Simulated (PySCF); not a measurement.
**From computed data to an observable: chemical shift, span and skew from a shielding tensor**

C₄H₇NS, SMILES CSC=C=CN. Atoms are numbered in the order given.

```xyz
13

C      2.8755     0.5508     0.5716
S      1.2724    -0.1725     1.0110
C      0.3810     0.1112    -0.5031
C     -0.8771    -0.2133    -0.6952
C     -2.1350    -0.5702    -0.8941
N     -3.2668     0.2290    -0.7579
H      3.5278     0.4196     1.4462
H      3.3284     0.0314    -0.2865
H      2.7871     1.6263     0.3555
H      0.9903     0.5882    -1.2882
H     -2.3519    -1.5793    -1.2769
H     -3.1299     1.0700    -0.2050
H     -4.1083    -0.2716    -0.4908
```

Geometry optimised at r2SCAN-D4/def2-SVP. The structure was generated by enumeration; whether it is a known compound was not checked. The values are those of a single conformer.

GIAO shieldings from PBE/pcSseg-1 (PySCF), non-relativistic, no solvent. The symmetric part of the tensor of C4 has the principal values -64.1, -17.3, 20.4 ppm. The same nucleus in TMS has σ = 182.0 ppm at this level (PySCF, at its B3LYP-D3(BJ)/def2-TZVP geometry).

**Question.** Work out the isotropic shielding, the ¹³C shift against TMS, the span and the skew.

**Answer.** 
σ(iso) = (σ11 + σ22 + σ33)/3 = -20.3 ppm. δ = σ(ref) − σ(iso) = 182.0 − (-20.3) = 202.3 ppm.
Span Ω = σ33 − σ11 = 84.5 ppm. Skew κ = 3(σ(iso) − σ22)/Ω = -0.11. Tumbling in solution averages the tensor to δ; in a static solid the shielding alone would spread this spin-1/2 line over Ω.
